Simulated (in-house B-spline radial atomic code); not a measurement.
## RPA and G0W0 on r2SCAN: the phosphorus ion P⁵⁺

Configuration [He] 2s2 2p6, mean-field start r2SCAN. Computed with a B-spline radial code for spherical atoms: all electrons, scalar-relativistic (spin-free one-electron X2C), finite nucleus, each spin shell either full or empty, empty states to l = 9 with an (l + 1/2)⁻⁴ tail; G0W0 by contour deformation at full frequency.

Command:
```bash
python run_gw.py task.json out
```
Settings (radii: box in bohr, nucleus in fm):
```
Z                        15
electrons                10
configuration            [He] 2s2 2p6
hamiltonian              x2c
method                   r2scan
lmax                     9
rms_radius               3.1889
spin_polarised           False
box_radius               10.43
intervals                68
```

Cost of the run: 1.2 s on 1 thread of Intel(R) Xeon(R) Platinum 8488C (shared host).

Energies (hartree):

| term | value |
| --- | --- |
| mean-field total | -335.58263 |
| Hartree-Fock functional on these orbitals | -335.17583 |
| direct second order | -0.66515 |
| second-order exchange | 0.23545 |
| SOSEX correction | 0.22094 |

What is the RPA correlation energy, and what remains with SOSEX?

RPA gives -0.60736 hartree (-1.65 eV per electron); RPA + SOSEX gives -0.38643, and the second-order doubles -0.4297 hartree (no singles). RPA lacks exchange-type terms and so overcorrelates at short range.

Quasi-particle levels (eV):

```
level  occupied  mean field  Σx - vxc     Σc  QP weight      G0W0
   2p       yes     -202.07    -20.34      ?          ?         ?
   2s       yes     -253.39    -26.65   4.94      0.963   -275.11
   1s       yes    -2174.26    -86.44  27.71      0.878  -2232.99
   3s        no      -67.01      2.66  -0.59      0.997    -64.94
```

G0W0 = mean field + (Σx - vxc) + Σc, with Σc (partial-wave tail included) taken at the quasi-particle energy.

Where does G0W0 put 2p?

At -220.35 eV, with Σc = 2.06 eV and a quasi-particle weight of 0.974. The tabulated removal energy is 220.43 ± 0.005 eV (NIST, semi-empirical); the calculation leaves out spin-orbit coupling, Breit and QED terms, and what these don't explain is the method's own error.
